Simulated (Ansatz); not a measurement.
`B[SiH2]OCC`, charge 0, multiplicity 1.

Task: Give a relaxed structure at PBE0-D4/def2-TZVP (Ansatz 0.2.0). (Best estimate.)

Result: The calculation gave: 
```xyz
14

B    -1.139   -2.247    0.851
Si   -1.309   -0.891   -0.618
O    -0.535    0.544   -0.369
C     0.864    0.619   -0.182
C     1.248    2.035    0.165
H    -0.407   -2.137    1.791
H    -1.792   -3.249    0.787
H    -2.735   -0.537   -0.845
H    -0.786   -1.555   -1.858
H     1.379    0.300   -1.100
H     1.176   -0.065    0.620
H     0.950    2.718   -0.633
H     2.329    2.114    0.305
H     0.755    2.350    1.087
```
This is one stationary point; other conformers may exist.
